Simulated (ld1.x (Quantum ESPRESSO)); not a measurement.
**Configuration tests for phosphorus (RRKJ)**

ld1.x (Quantum ESPRESSO) 7.5 input, shortened:

```
&input
   title='P', zed=15., rel=1, dft='PBESOL', iswitch=3,
   config='[Ne] 3s2 3p3'
 /
 &inputp
   pseudotype=2, tm=.false., rho0=0.02, lloc=0,
   nlcc=.true.
 /
2
3P  2  1   3.00   0.00  1.65  1.65  0.0
3S  1  0   2.00   0.00  1.25  1.25  0.0
 &test
   configts(1)='3s2 3p3'
 /
```

Energies are relative to the spin-unpolarised reference configuration 3s2 3p3; without spin polarisation the order of configurations can differ from experiment.

Q: Give the all-electron excitation energy and the error of the potential for: 3s2 3p2; 3s2 3p1; 3s2 3p0; 3s2 3p2.5; 3s0 3p5; 3s1 3p4; 3s1 3p0.

A:

```
valence configuration  charge  ΔE all-electron (eV)  error AE − PS (meV)
              3s2 3p2      +1                 9.698                 +3.8
              3s2 3p1      +2                28.810                  +28
              3s2 3p0      +3                58.515                  +99
            3s2 3p2.5    +0.5                 3.760                 +0.6
              3s0 3p5       0                17.152                  -17
              3s1 3p4       0                 8.509                 -4.1
              3s1 3p0      +4               110.428                 +211
```
